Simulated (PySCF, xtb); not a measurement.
1-chloro-1-methylcyclopropane (C4H7Cl), SMILES CC1(Cl)CC1.

xtb 6.7.1 with GFN2-xTB at its own geometry gives an orbital gap of 6.76 eV and a dipole moment of 2.16 D.

Geometry optimised at PBE0-D3(BJ)/def2-SVP.

Problem. What does PBE0/def2-TZVP in PySCF give? (The exact figures need the calculation; the answer reports its results.)

Solution. gap 8.37 eV (levels -7.63 and 0.74 eV), dipole 1.97 D.
